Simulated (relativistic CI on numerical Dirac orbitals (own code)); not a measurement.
# Hyperfine structure of In²³⁺, mass number 113

Calculated at this level of theory: Dirac-Coulomb-Breit CI, orbitals from a KLI potential per configuration, model QED (radiative potential, 1s self-energy scaled to tabulated hydrogen-like ionisation energies), unscaled Slater integrals (own radial code, finite nucleus).

CI space (outside the closed core [Ne]): 3s²3p⁶3d⁸, 3s²3p⁵3d⁹, 3s²3p⁴3d¹⁰, 3s3p⁶3d⁹, 3p⁶3d¹⁰, 3s3p⁵3d¹⁰, 3s²3p⁶3d⁷4s, 3s²3p⁶3d⁷4p, 3s²3p⁶3d⁷4d, 3s²3p⁴3d⁹4s, 3s²3p⁶3d⁷4f, 3s²3p⁵3d⁸4s, 3s²3p⁴3d⁹4p, 3s²3p⁶3d⁶4s², 3s²3p⁵3d⁸4p, 3s²3p⁶3d⁶4s4p. Levels of other configurations are missing.

Nuclear spin I = 9/2, μ = 5.5208 μN, Q = 0.761 b (tables of Stone and Pyykkö). The electronic factors are computed for point nuclear moments, without core polarisation or the Bohr-Weisskopf and QED corrections.

```
         Level  E (cm⁻¹)  A (MHz)  B (MHz)
 3s²3p⁶3d⁸ ³F4         0     9681    -6730
 3s²3p⁶3d⁸ ¹D2     40039    11050     5030
 3s²3p⁶3d⁸ ³F3     59250    13740    -4380
 3s²3p⁶3d⁸ ³P2     96505    12630      327
 3s²3p⁶3d⁸ ³P1    122165   -765.9    -4310
 3s²3p⁶3d⁸ ¹G4    136040    14940   -24000
3s²3p⁵3d⁹ ³F°4   1665623    24060   -69200
3s²3p⁵3d⁹ ¹D°2   1701069    17710    34800
```

Levels with J = 0, under 50 % of one LS term, or S terms without an open s electron are left out. Small factors come from cancelling terms and can be off by tens of per cent or more.

At this charge energies of transitions that change n are usually good to better than 1 %, and those within a shell (Δn = 0) to a few per cent. Terms inside the open d or f shell come out 10 to 20 % too wide with unscaled integrals.

Problem. Give the hyperfine levels of 3s²3p⁶3d⁸ ³F4 relative to its centre of gravity.

Solution. With K = F(F + 1) − I(I + 1) − J(J + 1), E = AK/2 + B[¾K(K + 1) − I(I + 1)J(J + 1)]/[2I(2I − 1)J(2J − 1)]: F = 1/2: -216100, F = 3/2: -200900, F = 5/2: -175800, F = 7/2: -140800, F = 9/2: -96110, F = 11/2: -42090, F = 13/2: 20960, F = 15/2: 92670, F = 17/2: 172600 MHz.

LS names give the leading component of a level, which can be under half, so a name can repeat, a term be missing and a line seem to break the LS rules.
